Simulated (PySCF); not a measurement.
How the method moves the HOMO and LUMO of ethylcyclopentane

Ethylcyclopentane, C7H14.
Z-matrix (Å and degrees, PBE0-D3(BJ)/def2-SVP geometry), rows numbered from 1:
```
C 
C   1  1.5208
C   2  1.5238  1  113.99
C   3  1.5343  2  113.97  1   173.61
C   4  1.5235  3  103.98  2   157.62
C   5  1.5288  4  102.70  3   -42.20
C   6  1.5411  5  104.91  4    36.19
H   1  1.1015  2  111.54  3    58.98
H   1  1.1020  2  111.15  3   -60.71
H   1  1.1006  2  111.62  3   179.18
H   2  1.1040  1  109.44  3   122.22
H   2  1.1054  1  109.81  3  -122.08
H   3  1.1053  2  107.70  1    54.47
H   4  1.1051  3  109.61  2    40.43
H   4  1.1011  3  112.66  2   -78.65
H   5  1.1008  4  113.75  3  -165.06
H   5  1.1039  4  109.66  3    74.99
H   6  1.1024  5  109.05  4   -81.53
H   6  1.1004  5  113.25  4   159.94
H   7  1.1021  3  111.12  2   -13.59
H   7  1.1006  3  110.85  2   104.18
```

Basis pcSseg-1 throughout (PySCF), one geometry. Geometry: PBE0-D3(BJ)/def2-SVP, one conformer, isolated molecule.

Task: How do the orbital energies, the gap and the dipole change with the method?

Result: 
| method | kind | HOMO (eV) | LUMO (eV) | gap (eV) | μ (D) | SCF cycles |
| --- | --- | --- | --- | --- | --- | --- |
| BLYP | GGA | -7.13 | 0.55 | 7.68 | 0.06 | 13 |
| PBE | GGA | -7.19 | 0.53 | 7.72 | 0.06 | 13 |
| B97-D | GGA | -7.23 | 0.68 | 7.92 | 0.05 | 14 |
| KT2 | GGA | -7.31 | 0.44 | 7.75 | 0.06 | 14 |
| KT3 | GGA | -7.38 | 0.43 | 7.81 | 0.06 | 14 |
| B3LYP | global hybrid | -8.39 | 1.05 | 9.44 | 0.06 | 13 |
| PBE0 | global hybrid | -8.56 | 1.37 | 9.93 | 0.05 | 12 |
| CAM-B3LYP | range-separated hybrid | -10.00 | 2.21 | 12.21 | 0.06 | 12 |
| HF | Hartree–Fock | -11.95 | 4.24 | 16.19 | 0.06 | 9 |

The HOMO spans 4.82 eV, from BLYP down to HF, and the gap runs from 7.68 eV (BLYP) to 16.19 eV (HF). Over the methods BLYP (0 %), PBE (0 %), B97-D (0 %), KT2 (0 %), KT3 (0 %), B3LYP (20 %), PBE0 (25 %), HF (100 %), a straight line through the gap against the share of exact exchange rises by 0.84 eV for each 10 % (correlation coefficient 1.000). The dipole ranges from 0.05 D (B97-D) to 0.06 D (KT2). This basis has no diffuse functions.
